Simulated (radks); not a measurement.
Results of a calculation; reference values are marked as such.
All-electron atom: Cd4+ in [Kr] 4d8. Code: a radial shooting solver on a logarithmic mesh with Libxc functionals. Model: Dirac Kohn-Sham, BLYP, spin-unpolarised, spherical densities, finite nucleus; open shells fill j = l - 1/2 first; Fermi nuclear charge, rms radius 4.6087 fm. Some entries of the table are withheld. Estimate them.

orbital,occ.,eigenvalue (hartree),<1/r> (bohr^-1)
1s1/2,2,-976.3440,50.64
2s1/2,2,-146.6444,11.69
2p1/2,2,-136.6754,(1)
2p3/2,4,-129.5989,(2)
3s1/2,2,-28.96192,4.105
3p1/2,2,-24.96659,4.012
3p3/2,4,-23.70243,3.832
3d3/2,4,-16.62806,3.672
3d5/2,6,-16.37103,3.626
4s1/2,2,-5.84833,1.597
4p1/2,2,(3),(4)
4p3/2,4,(5),(6)
4d3/2,4,(7),1.155
4d5/2,4,(8),1.142

Answer. 
(1) 2p1/2 <1/r> (bohr^-1): 11.68
(2) 2p3/2 <1/r> (bohr^-1): 10.94
(3) 4p1/2 eigenvalue (hartree): -4.55225
(4) 4p1/2 <1/r> (bohr^-1): 1.483
(5) 4p3/2 eigenvalue (hartree): -4.32990
(6) 4p3/2 <1/r> (bohr^-1): 1.427
(7) 4d3/2 eigenvalue (hartree): -2.30783
(8) 4d5/2 eigenvalue (hartree): -2.27727
